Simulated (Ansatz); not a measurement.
`CO[SiH](O)[SiH](O)O` + `[OH][GaH2]` → `O[SiH](O)O` + `CO[SiH](O)[GaH2]`  (redistribution)

Calculated with Ansatz (gas phase, PBE0-D4/def2-TZVP geometries, no zero-point term in ΔE). CCSD(T)/CBS adds triple-zeta CCSD(T) − MP2 to the extrapolated MP2 energy (def2 sets, frozen cores). DFT in def2-TZVPP. B3LYP here is the variant with VWN-RPA as its local correlation; programs differ in this. For Ga outer-core shells are correlated without core-valence functions, which leaves a few kJ/mol of doubt a bond. Scalar relativity is left out up to krypton. One conformer a species, not always the lowest.

```
             level  ΔE (kJ/mol)  difference from CCSD(T)/CBS
            PBE-D4        -69.0                         10.9
         r2SCAN-D4        -77.0                          2.9
           PBE0-D4        -77.2                          2.7
          B3LYP-D4        -76.9                          3.0
           ωB97X-V        -74.8                          5.1
           ωB97M-V        -84.2                         -4.3
            B2PLYP        -77.5                          2.4
               PBE        -69.9                         10.0
            r2SCAN        -77.8                          2.1
              PBE0        -78.3                          1.6
             B3LYP        -77.9                          2.0
     HF/def2-TZVPP        -88.9                         -9.0
    MP2/def2-TZVPP        -78.5                          1.4
SCS-MP2/def2-TZVPP        -77.1                          2.8
   CCSD/def2-TZVPP        -81.4                         -1.5
CCSD(T)/def2-TZVPP        -78.7                          1.2
     HF/def2-QZVPP        -88.4                         -8.5
    MP2/def2-QZVPP        -79.0                          0.9
SCS-MP2/def2-QZVPP        -77.3                          2.6
      HF/CBS(def2)        -88.3                         -8.4
     MP2/CBS(def2)        -79.8                          0.1
    CCSD/CBS(def2)        -82.6                         -2.7
       CCSD(T)/CBS        -79.9                            0
```

Largest T1 diagnostic among the species: 0.015.

In def2-TZVPP, CCSD(T) changes the Hartree–Fock value by +10.2 kJ/mol (the triples alone add +2.7 kJ/mol) and MP2 by +10.4 kJ/mol. From PBE to PBE0 (25 % exact exchange), in def2-TZVPP and without D4, ΔE moves by −8.4 kJ/mol.
